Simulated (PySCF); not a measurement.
Below is a simulated gas-phase C 1s photoelectron spectrum of `CCCOB`.

Every computed line was given a Gaussian of 0.6 eV full width at half maximum and an area set by the number of equivalent atoms; the highest printed point is 100. Method used: delta-SCF UKS SCAN, pcX-2 on the ionised atom, pcseg-1 elsewhere, spin-free X2C (PySCF).

binding energy (eV), intensity and a bar:
```
    290.0          0 
    290.1          1 
    290.2          2 #
    290.3          6 ##
    290.4         13 ####
    290.5         27 ########
    290.6         47 ##############
    290.7         71 #####################
    290.8         91 ###########################
    290.9        100 ##############################
    291.0         95 ############################
    291.1         77 #######################
    291.2         54 ################
    291.3         32 ##########
    291.4         16 #####
    291.5          7 ##
    291.6          3 #
    291.7          3 #
    291.8          5 ##
    291.9         11 ###
    292.0         20 ######
    292.1         32 ##########
    292.2         43 #############
    292.3         50 ###############
    292.4         49 ###############
    292.5         41 ############
    292.6         30 #########
    292.7         19 ######
    292.8         10 ###
    292.9          5 #
    293.0          2 
    293.1          1 
    293.2          0
```

Problem. How many maxima does the curve show, and how many computed lines lie under it?

Solution. The curve has 2 maxima (at 290.9 and 292.3 eV). Under it lie 3 lines from 3 inequivalent carbon sites. At this width some lines have no maximum of their own.

Problem. Decompose the envelope and assign each component. Numbering: `[BH2:1][O:2][CH2:3][CH2:4][CH3:5]`.

Solution. 
```
position (eV)  relative area  line  atoms                 environment
       290.89              1  C 1s     C4            chain CH2 carbon
       290.94              1  C 1s     C5               methyl carbon
       292.34              1  C 1s     C3  sp3 carbon bound to oxygen
```

Lowest listed C 1s: C4, bonded to 2 C and 2 H. Highest, 1.45 eV above it: C3, bonded to O, C and 2 H. Summing the Pauling electronegativity differences to the bonded atoms, each weighted by its formal bond order, gives -0.70 for the lowest site and +0.19 for the highest; no listed site has a larger sum than the highest. The smallest sum, -1.05, belongs to C5, 0.05 eV above the lowest. The values 290.89 and 290.94 eV lie too close for their order to be trusted.

Shake-up satellites, vibrational structure and lifetime widths aren't simulated. The structure is a single PBE0-D3(BJ)/def2-SVP conformer in the gas phase; no vibrational or solvent corrections.

Time: 58 s of wall time; peak memory 0.52 GiB. Hardware: an Arm Neoverse N1 with one thread, shared host with 64 logical CPUs at a one-minute load of 61.

Shape of the structure used: `[BH2:1][O:2][CH2:3][CH2:4][CH3:5]`: B1–O2–C3–C4 -113°, O2–C3–C4–C5 -176°.
